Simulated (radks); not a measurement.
Correlation energies from several functionals, in hartree. Species: Bi [Hg] 6p3; Rh44+ 1s1; Bi30+ [Kr] 4d10 4f7; Mo+ [Kr] 4d5. Calculated with a radial shooting solver on a logarithmic mesh with Libxc functionals: non-relativistic Kohn-Sham, PBE, spin-polarised, spherical densities, point nucleus. Every spin shell is full or empty, so the densities are truly spherical. Functionals are evaluated on that one density, not self-consistently.

PW92: Bi -8.6277; Rh44+ -0.071547; Bi30+ -6.3000; Mo+ -3.7982
Wigner: Bi -4.4164; Rh44+ 0; Bi30+ -2.8536; Mo+ -2.0750
Chachiyo: Bi -8.5332; Rh44+ -0.071350; Bi30+ -6.2371; Mo+ -3.7422
PBE: Bi -5.0916; Rh44+ -0.0060111; Bi30+ -3.4064; Mo+ -2.0738
PBEsol: Bi -5.6973; Rh44+ -0.0086165; Bi30+ -3.8359; Mo+ -2.3581
LYP: Bi -4.4765; Rh44+ 0; Bi30+ -3.0004; Mo+ -1.9984
OP (B88): Bi -4.3855; Rh44+ 0; Bi30+ -2.9917; Mo+ -1.9312
TPSS: Bi -5.0872; Rh44+ 0; Bi30+ -3.4089; Mo+ -2.0730
SCAN: Bi -5.1222; Rh44+ 0; Bi30+ -3.3846; Mo+ -2.0717
Tao-Mo: Bi -4.9765; Rh44+ 0; Bi30+ -3.3272; Mo+ -1.9923
